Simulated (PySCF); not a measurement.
Gas-phase reaction: WF6 + 3 H + N = WF4NH + 2 HF

Computed with PySCF (xtb for GFN2) and rigid-rotor harmonic-oscillator thermochemistry at 1 bar. † marks an energy on the PBE0/def2-TZVP geometry and frequencies; other levels use their own. CCSD(T) freezes the core. Open shells (unrestricted): H (multiplicity 2), N (multiplicity 4); the rest are closed-shell singlets. GFN2 has no spin-polarisation term. B3LYP is the form with VWN-RPA correlation. W: scalar-relativistic def2 core potential, no spin-orbit coupling. WF4NH: computed as isolated molecules; such fragments, hydroxides, amides, oligomers or adducts are transient or little studied in the gas. CCSD(T) isn't extrapolated to the basis-set limit. The harmonic model lacks anharmonicity and excited electronic states, which grow with temperature; levels with a mode under 35 cm⁻¹ are left out. Soft modes under 120 cm⁻¹ make the harmonic entropy rough for WF4NH. Warning, large T1 diagnostic: WF6 (CCSD(T)/def2-SVP†).

```json
[
 {"level": "B3LYP/def2-TZVP†", "ΔE electronic, kJ": "-1100", "ΔH°(298 K), kJ": "-1037", "ΔS°(298 K), J/K": "-156", "ΔG°(600 K), kJ": "-940"},
 {"level": "CCSD(T)/def2-SVP†", "ΔE electronic, kJ": "-1021", "ΔH°(298 K), kJ": "-958", "ΔS°(298 K), J/K": "-156", "ΔG°(600 K), kJ": "-860"},
 {"level": "GFN2-xTB", "ΔE electronic, kJ": "-1164", "ΔH°(298 K), kJ": "-1104", "ΔS°(298 K), J/K": "-165", "ΔG°(600 K), kJ": "-1001"},
 {"level": "M06-2X/def2-TZVP†", "ΔE electronic, kJ": "-1113", "ΔH°(298 K), kJ": "-1050", "ΔS°(298 K), J/K": "-156", "ΔG°(600 K), kJ": "-952"},
 {"level": "PBE/def2-SVP", "ΔE electronic, kJ": "-1032", "ΔH°(298 K), kJ": "-971", "ΔS°(298 K), J/K": "-158", "ΔG°(600 K), kJ": "-873"},
 {"level": "PBE/def2-TZVP†", "ΔE electronic, kJ": "-1092", "ΔH°(298 K), kJ": "-1029", "ΔS°(298 K), J/K": "-156", "ΔG°(600 K), kJ": "-931"},
 {"level": "LDA/def2-TZVP†", "ΔE electronic, kJ": "-1204", "ΔH°(298 K), kJ": "-1141", "ΔS°(298 K), J/K": "-156", "ΔG°(600 K), kJ": "-1044"},
 {"level": "ωB97M-V/def2-TZVP†", "ΔE electronic, kJ": "-1090", "ΔH°(298 K), kJ": "-1027", "ΔS°(298 K), J/K": "-156", "ΔG°(600 K), kJ": "-930"}
]
```
ΔH° is lowest at LDA/def2-TZVP† and highest at CCSD(T)/def2-SVP†. No reference value is set beside these.
